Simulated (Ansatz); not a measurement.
Reaction (isomerisation): `FC1=NCC[SiH2]1` → `N=CC1(F)C[SiH2]1`

Gas-phase electronic energies from Ansatz, PBE0-D4/def2-TZVP geometries. CBS: MP2 limit from def2 TZ/QZ plus the TZ coupled-cluster correction, frozen cores. Functionals use def2-TZVPP. B3LYP here is the variant with VWN-RPA as its local correlation; programs differ in this. One conformer a species, not always the lowest.

`FC1=NCC[SiH2]1`:

Cartesian coordinates in Å:
```
F -2.594 1.122 -0.362
C -1.425 0.493 -0.215
N -1.394 -0.758 -0.257
C -0.069 -1.339 -0.116
C 1.029 -0.329 0.307
Si 0.243 1.348 0.022
H 0.182 -1.800 -1.076
H -0.143 -2.160 0.601
H 1.261 -0.440 1.369
H 1.958 -0.489 -0.242
H 0.670 2.069 -1.205
H 0.281 2.282 1.175
```

`N=CC1(F)C[SiH2]1`:

Cartesian coordinates in Å:
```
N -0.851 0.207 2.416
C -0.267 -0.256 1.396
C -0.175 0.370 0.069
F -0.707 1.634 0.040
C 1.143 0.222 -0.701
Si -0.258 -0.690 -1.490
H -1.265 1.116 2.201
H 0.228 -1.230 1.474
H 1.956 -0.272 -0.179
H 1.447 1.139 -1.197
H -0.373 -2.155 -1.346
H -0.879 -0.085 -2.682
```

| level | ΔE (kJ/mol) | difference from CCSD(T)/CBS |
| --- | --- | --- |
| PBE-D4 | 136.5 | -7.8 |
| r2SCAN-D4 | 137.7 | -6.6 |
| B3LYP-D4 | 141.3 | -3.0 |
| ωB97X-V | 147.9 | 3.6 |
| ωB97M-V | 143.9 | -0.4 |
| B2PLYP | 142.9 | -1.4 |
| r2SCAN | 137.4 | -6.9 |
| PBE0 | 143.6 | -0.7 |
| HF/def2-TZVPP | 157.1 | 12.8 |
| CCSD/def2-TZVPP | 146.2 | 1.9 |
| CCSD(T)/def2-TZVPP | 144.6 | 0.3 |
| HF/def2-QZVPP | 157.2 | 12.9 |
| SCS-MP2/def2-QZVPP | 147.6 | 3.3 |
| HF/CBS(def2) | 157.3 | 13.0 |
| MP2/CBS(def2) | 146.5 | 2.2 |
| CCSD/CBS(def2) | 145.9 | 1.6 |
| CCSD(T)/CBS | 144.3 | 0 |

Largest T1 diagnostic among the species: 0.013.

From PBE to PBE0 (25 % exact exchange), in def2-TZVPP and without D4, ΔE moves by +8.5 kJ/mol. In def2-TZVPP, CCSD(T) changes the Hartree–Fock value by −12.5 kJ/mol (the triples alone add −1.6 kJ/mol) and MP2 by −10.2 kJ/mol.

CCSD(T)/CBS has its own doubt, a few kJ/mol and more with outer-core shells, so smaller differences from it don't rank the levels.
